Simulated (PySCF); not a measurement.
## Spin-rotation constants: `CC[C@@H]1C(=O)OC=C1C#N`, C$_{7}$H$_{7}$NO$_{2}$

Molfile (atoms numbered from 1):
```
C7H7NO2
     RDKit          3D

 17 17  0  0  0  0  0  0  0  0999 V2000
    2.2736    0.1731    0.4273 C   0  0  0  0  0  0  0  0  0  0  0  0
    1.0289    0.2524   -0.4444 C   0  0  0  0  0  0  0  0  0  0  0  0
   -0.2601    0.1441    0.3930 C   0  0  2  0  0  0  0  0  0  0  0  0
   -0.4648   -1.2638    0.9337 C   0  0  0  0  0  0  0  0  0  0  0  0
    0.2382   -1.9012    1.6544 O   0  0  0  0  0  0  0  0  0  0  0  0
   -1.6445   -1.7545    0.4368 O   0  0  0  0  0  0  0  0  0  0  0  0
   -2.2265   -0.8071   -0.3415 C   0  0  0  0  0  0  0  0  0  0  0  0
   -1.5142    0.3262   -0.4187 C   0  0  0  0  0  0  0  0  0  0  0  0
   -1.8249    1.4888   -1.1340 C   0  0  0  0  0  0  0  0  0  0  0  0
   -2.0468    2.4561   -1.7085 N   0  0  0  0  0  0  0  0  0  0  0  0
    2.3149    1.0153    1.1142 H   0  0  0  0  0  0  0  0  0  0  0  0
    3.1640    0.1935   -0.1953 H   0  0  0  0  0  0  0  0  0  0  0  0
    2.2751   -0.7469    1.0056 H   0  0  0  0  0  0  0  0  0  0  0  0
    1.0057    1.2036   -0.9814 H   0  0  0  0  0  0  0  0  0  0  0  0
    1.0413   -0.5515   -1.1846 H   0  0  0  0  0  0  0  0  0  0  0  0
   -0.2002    0.8563    1.2226 H   0  0  0  0  0  0  0  0  0  0  0  0
   -3.1667   -1.0724   -0.7892 H   0  0  0  0  0  0  0  0  0  0  0  0
  1  2  1  0
  2  3  1  0
  3  4  1  0
  4  5  2  0
  4  6  1  0
  6  7  1  0
  7  8  2  0
  8  9  1  0
  9 10  3  0
  8  3  1  0
  1 11  1  0
  1 12  1  0
  1 13  1  0
  2 14  1  0
  2 15  1  0
  3 16  1  1
  7 17  1  0
M  END
```

Method: PySCF, GIAO KT1/3-21G magnetisability, rotational g tensor and spin-rotation constants, non-relativistic, gas phase. Geometry: GFN2-xTB.

(1) Give the nuclear spin-rotation constants along the inertial axes (H = +C I·J) beside the isotropic shieldings.

Answers

(1) Rotational constants 1.9543, 1.1702, 0.7682 GHz. A star marks the isotopologue with that one atom substituted, in its own axes.
| atom | isotope | Caa (kHz) | Cbb (kHz) | Ccc (kHz) | mean (kHz) | σ (ppm) |
| --- | --- | --- | --- | --- | --- | --- |
| N10 | 14N | 0.131 | 0.178 | 0.146 | 0.151 | 14.6 |
| H11 | 1H | -0.248 | -0.112 | -0.006 | -0.122 | 32.1 |
| H12 | 1H | -0.234 | -0.045 | -0.053 | -0.111 | 32.0 |
| H13 | 1H | -0.053 | -0.073 | -0.088 | -0.071 | 30.7 |
| H14 | 1H | -0.065 | -0.066 | -0.089 | -0.073 | 30.6 |
| H15 | 1H | -0.245 | -0.120 | 0.008 | -0.119 | 31.3 |
| H16 | 1H | -0.249 | -0.114 | 0.013 | -0.117 | 30.0 |
| H17 | 1H | -0.056 | 0.002 | -0.084 | -0.046 | 25.6 |
| C1 | 13C* | 0.195 | 0.122 | 0.068 | 0.128 | 195.6 |
| C2 | 13C* | 0.237 | 0.143 | 0.091 | 0.157 | 180.6 |
| C3 | 13C* | 0.276 | 0.189 | 0.099 | 0.188 | 165.2 |
| C4 | 13C* | 0.471 | 0.471 | 0.194 | 0.379 | 61.6 |
| O5 | 17O* | -1.025 | -0.493 | -0.076 | -0.532 | -31.9 |
| O6 | 17O* | -0.737 | -0.256 | -0.098 | -0.363 | 97.9 |
| C7 | 13C* | 0.762 | 0.299 | 0.136 | 0.399 | 78.1 |
| C8 | 13C* | 0.608 | 0.214 | 0.099 | 0.307 | 123.0 |
| C9 | 13C* | 0.139 | 0.311 | 0.248 | 0.233 | 114.4 |

For the geometry as given, no vibrational averaging.
